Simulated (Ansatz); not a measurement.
```xyz
7

C    -0.0485    0.0438   -0.6948
N    -0.0261    0.0459    0.7161
H     0.0226   -1.0219   -1.1546
H    -0.9165    0.5319   -1.0954
H     0.8374    0.5599   -1.0614
H    -0.8398   -0.4023    1.1596
H     0.8589   -0.4363    1.1266
```

Basis set: STO-3G (spherical functions). Correlated methods keep 2 orbitals frozen. Charge 0, multiplicity 1.

Computed with Ansatz (development build ahead of 0.2.0); each method stands on the lowest determinant of its kind that the runs found. Restricted open shells among the atoms or ions are ROHF, correlated in semicanonical orbitals with singles.

The atomization energy at this shape (free ground-state atoms in the same class of orbitals less the molecule, no zero-point energy) of singlet CH5N:

```
 method  atomization energy
RHF-MP2            23.37 eV
```

**Question.** What does RHF give?

**Answer.** 20.92 eV. Caution: the shape is not the minimum.

This basis has no polarisation functions and is too small for such energies, which can lie far from measured ones in either direction.
